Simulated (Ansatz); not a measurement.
Program: Ansatz. Geometries: PBE0-D4/def2-TZVP. ΔE: electronic, gas phase. CCSD(T)/CBS is the MP2 limit (def2-TZVPP, def2-QZVPP) plus CCSD(T) − MP2 in def2-TZVPP, frozen cores. This one scheme is used for every species. Functionals use def2-TZVPP. B3LYP here is the variant with VWN-RPA as its local correlation; programs differ in this. Triplets are unrestricted, without spin–orbit coupling. Elements past krypton have def2 core potentials. For Sb outer-core shells are correlated without core-valence functions, which leaves a few kJ/mol of doubt a bond. One conformer a species, not always the lowest.

Reaction (formal loss of a carbene): `[CH3][SbH][OH]` → `[CH2]` (triplet) + `[OH][SbH2]`

```json
{"level": "r2SCAN-D4", "ΔE (kJ/mol)": "443.4", "difference from CCSD(T)/CBS": "-27.6"}
{"level": "CAM-B3LYP-D4", "ΔE (kJ/mol)": "459.4", "difference from CCSD(T)/CBS": "-11.6"}
{"level": "ωB97M-V", "ΔE (kJ/mol)": "467.1", "difference from CCSD(T)/CBS": "-3.9"}
{"level": "revPBE", "ΔE (kJ/mol)": "440.9", "difference from CCSD(T)/CBS": "-30.1"}
{"level": "r2SCAN", "ΔE (kJ/mol)": "441.9", "difference from CCSD(T)/CBS": "-29.1"}
{"level": "B3LYP", "ΔE (kJ/mol)": "447.6", "difference from CCSD(T)/CBS": "-23.4"}
{"level": "BHLYP", "ΔE (kJ/mol)": "436.9", "difference from CCSD(T)/CBS": "-34.1"}
{"level": "LC-ωPBE", "ΔE (kJ/mol)": "451.5", "difference from CCSD(T)/CBS": "-19.5"}
{"level": "CCSD(T)/def2-TZVPP", "ΔE (kJ/mol)": "455.2", "difference from CCSD(T)/CBS": "-15.8"}
{"level": "HF/CBS(def2)", "ΔE (kJ/mol)": "313.8", "difference from CCSD(T)/CBS": "-157.2"}
{"level": "CCSD(T)/CBS", "ΔE (kJ/mol)": "471.0", "difference from CCSD(T)/CBS": "0"}
```

Task: What do rigid-rotor, harmonic-oscillator terms from PBE0-D4/def2-TZVP frequencies (298.15 K, 1 bar) make of the CCSD(T)/CBS value? (An estimate is asked.)

Result: The calculation gave: ΔZPE = -32.5 kJ/mol, ΔH = +444.2 kJ/mol, ΔS = 154 J/(mol·K), ΔG = +398.2 kJ/mol. Open shells count their whole term as degenerate.

Largest T1 diagnostic among the species: 0.014.

Leaving LDA and LC-ωPBE aside and taking each functional with its dispersion term where it has one, the values, not all of them listed here, spread over 35.4 kJ/mol, from r2SCAN0-D4 to ωB97X-V. LDA lies +66.8 kJ/mol from PBE without D4. From r2SCAN to r2SCAN0 (25 % exact exchange), in def2-TZVPP and without D4, ΔE moves by −5.4 kJ/mol.
